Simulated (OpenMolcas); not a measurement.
Os5+ in a point-charge field

Os5+ among 6 point charges of -1.7 e arranged as an octahedron (Oh), 2.39 Å from the ion.
```
   2.3900    0.0000    0.0000  -1.70
   0.0000    2.3900    0.0000  -1.70
  -2.3900    0.0000    0.0000  -1.70
   0.0000   -2.3900    0.0000  -1.70
   0.0000    0.0000    2.3900  -1.70
   0.0000    0.0000   -2.3900  -1.70
```

```
Program             : OpenMolcas 26.06
Method              : CASSCF
Basis               : ANO-RCC-VDZP [7s6p4d2f1g]
Scalar Hamiltonian  : DKH2, point nucleus
Active space        : 3 electrons in 5 orbitals (5d)
State averaging     : 2S+1 = 4 even, 10 roots; 2S+1 = 2 even, 40 roots
Spin-orbit coupling : state interaction with AMFI integrals over the reference wave functions
```

The lowest spin-free states (labels of O, the rotations of Oh), above the lowest:

| State | Degeneracy | E (cm-1) | Free-ion L (%) |
| --- | --- | --- | --- |
| 4A2 | 1 | 0.0 | F (100) |
| 4T2 | 3 | 3420 | F (100) |
| 4T1 | 3 | 6007 | F (99) |
| 2E | 2 | 16439 | G (80) |
| 2T1 | 3 | 16958 | G (76) |
| 4T1 | 3 | 17815 | P (99) |
| 2A1 | 1 | 18129 | G (100) |
| 2T2 | 3 | 19073 | G (92) |
| 2T1 | 3 | 21783 | H (53) |
| 2T2 | 3 | 21854 | H (79) |
| 2E | 2 | 23466 | H (60) |
| 2T1 | 3 | 24413 | P (50) |
| 2T1 | 3 | 25171 | H (83) |
| 2T2 | 3 | 26436 | D (74) |
| 2E | 2 | 28387 | D (54) |
| 2A2 | 1 | 36107 | F (100) |
| 2T2 | 3 | 36545 | F (98) |
| 2T1 | 3 | 37582 | F (98) |
| 2E | 2 | 55853 | D (100) |
| 2T2 | 3 | 56750 | D (98) |

The lowest levels with spin-orbit coupling:

```
E (cm-1)  Degeneracy  Label      2S+1               g
     0.0           4     Γ8  4 (85 %)                
    6928           4     Γ8         4                
    8178           2     Γ7         4  1.09 1.09 1.09
   12785           2     Γ6  4 (85 %)  2.89 2.89 2.89
   12841           4     Γ8  4 (87 %)                
   13761           2     Γ7  4 (87 %)  2.99 2.99 2.99
   15958           4     Γ8  4 (55 %)                
   16630           4     Γ8  4 (56 %)                
   17957           2     Γ6  4 (58 %)  4.41 4.41 4.41
   18958           4     Γ8  4 (57 %)                
   20386           2     Γ6  4 (64 %)  2.08 2.08 2.08
   25536           4     Γ8  2 (68 %)                
   25975           2     Γ6  2 (78 %)  1.59 1.59 1.59
   27347           4     Γ8  2 (62 %)                
   27494           2     Γ7  2 (87 %)  2.69 2.69 2.69
   28075           4     Γ8  2 (76 %)                
   28535           2     Γ6  2 (69 %)  3.32 3.32 3.32
   29169           2     Γ7  4 (88 %)  2.58 2.58 2.58
   29264           4     Γ8  4 (87 %)                
   33742           4     Γ8  2 (60 %)
```

Powder χT (cm3 K/mol): 0.0969 at 2 K, 0.0975 at 10 K, 0.1 at 50 K, 0.104 at 100 K, 0.111 at 200 K, 0.118 at 300 K. The effective moment at 300 K is 2.828 √(χT) = 0.97 μB.

A least-squares ligand-field fit to the states below 45000 cm-1, each weighted by its degeneracy and with a free common offset, gives 10Dq = 3522 cm-1, B = 898 cm-1 and C = 3723 cm-1 (C/B = 4.14), with an rms deviation of 42 cm-1.

Spin-orbit coupling mixes the spin-free states strongly: the lowest level takes only 38 % from its leading state, 4T2, which lies 3420 cm-1 above the lowest spin-free state. Without dynamic correlation the repulsion within the d shell is too large (B by tens of per cent), so at a given field states of lower spin stand too high. This field is weak: 10Dq is about 3522 cm-1, while octahedral complexes of 5d ions of charge 3 and more, computed by the same method with explicit ligands, had a median near 35000 cm-1. Ground spin and moment need not be those of a real site. This is an electrostatic model: the charges have no orbitals. No measured value stands beside these numbers.
